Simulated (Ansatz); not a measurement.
Relaxation of F₄H₃O₂Ta (10 atoms, charge 0, multiplicity 1), to a largest force component of 0.03 eV/Å in at most 50 steps.

Computed with Ansatz, RHF/def2-SVP.

```xyz
10
Properties=species:S:1:pos:R:3:forces:R:3
Ta -0.439 -0.360 0.215 0.57 -0.21 0.12
O 2.758 -0.152 0.331 -0.66 -1.14 -0.09
H 3.039 -0.014 1.224 -0.01 -0.01 0.00
F 0.215 -0.076 1.948 -0.01 0.01 0.01
F 0.164 -0.113 -1.528 0.01 0.00 -0.03
O -1.224 1.328 0.238 0.04 -0.08 0.01
H -1.521 2.215 0.343 0.01 0.02 -0.03
F -2.019 -1.317 0.242 0.00 -0.01 -0.01
F 0.628 -1.953 0.252 -0.36 0.22 -0.05
H 2.577 -1.104 0.267 0.39 1.20 0.07
```

Problem. Where does it end, and by what steps?

Solution. The forces met the threshold. After 11 steps the energy has fallen by 0.786 eV; H10 moved furthest, 1.09 Å. Joined: Ta1–O2 (3.21 → 2.28 Å).

```tsv
step	energy less start (eV)	largest force component (eV/Å)	accepted
0	0.0000	1.205	yes
1	-0.0568	1.930	yes
2	-0.2324	1.744	yes
3	-0.4463	1.737	yes
4	-0.5780	0.886	yes
5	-0.6788	0.626	yes
6	-0.7330	0.582	yes
7	-0.7455	0.897	yes
8	-0.7710	0.702	yes
9	-0.7821	0.225	yes
10	-0.7838	0.132	yes
11	-0.7865	0.025	yes
```

```xyz
10
Properties=species:S:1:pos:R:3
Ta -0.220 -0.513 0.324
O 1.984 0.066 0.430
H 2.441 -0.089 1.249
F 0.127 -0.396 2.181
F 0.329 -0.505 -1.488
O -0.702 1.290 0.247
H -0.880 2.213 0.226
F -1.955 -1.171 0.249
F 0.512 -2.267 0.418
H 2.542 -0.172 -0.302
```

Whether the end is a true minimum wasn't checked by a vibrational analysis.

Time of the run: 54 s on 2 threads of Intel(R) Xeon(R) Platinum 8259CL CPU @ 2.50GHz (Skylake/Cascade Lake), with other jobs on the host, peak memory 0.34 GiB.
